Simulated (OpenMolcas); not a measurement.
**What dynamic correlation does to the levels of O3+**

- Program: OpenMolcas
- Basis: ANO-RCC-VTZP [4s3p2d1f]
- Scalar Hamiltonian: DKH3, point nucleus
- Active space: 3 electrons in 8 orbitals (2s 2p 3s 3p)
- State averaging: 2S+1 = 4 odd, 1 root (0 in the spin-orbit step); 2S+1 = 2 odd, 3 roots; 2S+1 = 4 even, 3 roots; 2S+1 = 2 even, 9 roots
- Spin-orbit coupling: RASSI with atomic mean-field integrals over the reference wave functions, term energies averaged over their components

Methods on the same reference wave functions:
A. CASSCF
B. SS-CASPT2, IPEA 0.25 Eh, imaginary shift 0.1 Eh (closed shells correlated: 1s)

Energies in cm-1 above 2s2 2p 2P* 1/2, the measured ground level; measured values from Moore, Selected Tables of Atomic Spectra, NSRDS-NBS 3, section 10.

```tsv
Level	A	B	Measured
2s2 2p 2P* 1/2	0.0	0.0	0.0
2s2 2p 2P* 3/2	376	376	386
2s 2p2 4P 1/2	66875	70327	71440
2s 2p2 4P 3/2	67006	70458	71570
2s 2p2 4P 5/2	67222	70674	71756
2s 2p2 2D 3/2	133031	127664	126950
2s 2p2 2D 5/2	133040	127673	126936
2s 2p2 2S 1/2	166897	165932	164366
```

Deviations, from unrounded energies. A percentage is the sum of absolute deviations over the sum of measured energies, with the sign that they share, or ± where signs differ.

```
                  Against measurement  Levels     A     B
       mean absolute deviation (cm-1)       7  4100   900
fine structure of the ground term (%)       1  -2.7  -2.7
             other configurations (%)       6  ±4.5  ±1.0
```

B lies closest to measurement on these levels. The largest miss of B in the table is 2s 2p2 2S 1/2, by +1600 cm-1. The ranking rests on the paired levels alone, and a cruder setting can come out closer through cancelling errors.

The lowest spin-free term lies below A's lowest term by 0.031 hartree in B.

Active for correlation alone: 3p 3s; no level in the range computed is led by a configuration that fills them, so any true level of that kind is missing. Measured partners are found by configuration, term and J. A level has none where our copy of the source lacks it or the pairing is in doubt (some pairs that miss far off the trend of their configuration count as doubtful), and it then counts in no deviation. Levels of configurations outside the active space are missing. Levels that lie high or do not pair safely by name in every column are left out.

* marks odd parity.
